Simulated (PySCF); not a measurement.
Saddle point of SiH5SBr, closed shell (SiH₃Br ([SiH3][Br]) + H₂S → SiH₄S ([SiH3][SH]) + HBr; bonds formed: Si1–S7, Br2–H6; bonds broken: Si1–Br2, H6–S7), PBE0-D4/def2-TZVP structure:

```tsv
atom	x (Å)	y (Å)	z (Å)
Si1	-0.2156	-0.1441	-0.8482
Br2	2.2050	-0.7270	0.1105
H3	-0.1988	-1.5044	-1.4176
H4	0.4764	1.0079	-1.4595
H5	-1.6640	0.2523	-0.9895
H6	0.7916	-0.0486	1.6189
S7	-0.5898	-0.0823	1.4647
H8	-0.8047	1.2462	1.5204
```

Energies are electronic, without zero-point energy. Barriers and step energies count from the start structure reached by relaxing down the imaginary mode; all methods use the PBE0-D4 structures, on which another method's saddle can fall below an end. PySCF 2.14 with density fitting (its default auxiliary sets; JK sets also for MP2 and CCSD(T)); basis: def2-TZVPP, with def2-QZVPP for the basis limit; cores frozen in the correlated methods. Filled d shells of the heavier atoms are correlated. The def2 sets are not built for correlating such inner shells, so the correlated values are less sure here. B3LYP uses VWN-RPA correlation. Extrapolation: Hartree–Fock as exp(−7.88 √X), correlation as X^−2.97.

| method | barrier (kcal/mol) | step energy (kcal/mol) |
| --- | --- | --- |
| SPW92 | ? | 2.79 |
| PBE-D4 | 26.59 | 4.52 |
| r2SCAN-D4 | 29.78 | 5.70 |
| PBE0-D4 | 29.91 | 5.65 |
| B3LYP-D4 | 32.55 | 6.18 |
| BHLYP-D4 | 35.90 | 7.63 |
| wB97M-V | 33.60 | 7.30 |
| HF | ? | 11.12 |
| MP2 | ? | 6.64 |
| CCSD | 38.28 | 7.65 |
| CCSD(T) | 36.17 | 6.90 |

**Question.** Fill in the withheld barriers. (Judge from chemistry; the value comes from the calculation.)

**Answer.** By the calculation: HF 46.39; MP2 34.88; SPW92 21.06 kcal/mol. Each is the energy of the saddle less that of the start structure, by the same method.

For comparison, the barrier by CCSD(T) at an estimated basis limit (MP2 extrapolated from triple and quadruple zeta, plus CCSD(T) − MP2 in triple zeta) is 34.63 kcal/mol.

No T1 diagnostic of these runs exceeds 0.011. The start structure is not quite a true minimum (one mode of 42i cm⁻¹).

Labels in which every atom is bracketed show which atoms are joined, not bond orders.

For scale, one of the runs: CCSD(T)/def2-TZVPP, 202 basis functions, launched by `OMP_NUM_THREADS=4 python run.py`. Hardware: 4 CPU threads of an Intel Xeon, shared host. Wall time 12 min; peak host memory 2.9 GiB.
